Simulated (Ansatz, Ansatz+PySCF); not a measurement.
```tsv
atom	x (Å)	y (Å)	z (Å)
H	-0.0078	0.0093	0.0261
C	-1.0537	-0.1306	-0.0245
C	-2.2674	-0.2661	-0.0259
S	-3.8855	-0.4411	0.0266
```

Basis set: def2-SVP (spherical functions). Left uncorrelated: 7 orbitals. Charge 0, multiplicity 2.

Computed with Ansatz (development build ahead of 0.2.0); each method stands on the lowest determinant of its kind that the runs found.

The atomization energy at this shape (free ground-state atoms in the same class of orbitals less the molecule, no zero-point energy) of doublet C2HS:

| method | atomization energy |
| --- | --- |
| UHF | 11.47 eV |

Problem. What does UHF-MP2 give?

Solution. 15.77 eV. Caution: the unrestricted determinant is spin contaminated.
